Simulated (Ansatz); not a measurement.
The cluster BeF2⁺. The state is a doublet with charge 1. Geometry r2SCAN-D4/def2-TZVP; atoms count from 1.

```xyz
3

Be   -0.0013    0.0007   -0.0024
F     0.8494    1.1654   -0.0833
F    -0.8481   -1.1661    0.0857
```

The structure comes from a short search, and lower isomers may exist.

Q: Estimate the Mulliken populations from the PBE0/def2-TZVP orbitals of Ansatz.

A: 
```tsv
atom	charge (e)	spin (α − β)
Be1	0.79	-0.06
F2	0.10	0.53
F3	0.10	0.53
```
Mulliken values and Mayer orders depend strongly on the basis.

Q: Where does the spin sit?

A: Summed by element: Be -0.06, F 1.06, of 1 unpaired in all. Largest on single atoms: F2 0.53, F3 0.53, Be1 -0.06.

Q: And the Mayer bond orders between bonded heavy atoms (over 0.3)?

A: Be1–F2 0.99 (1.44 Å); Be1–F3 0.99 (1.44 Å). Values over 0.3 also appear between atoms too far apart for a bond (F2–F3 0.45 at 2.89 Å); they arise where an orbital or an unpaired electron spreads over both atoms.
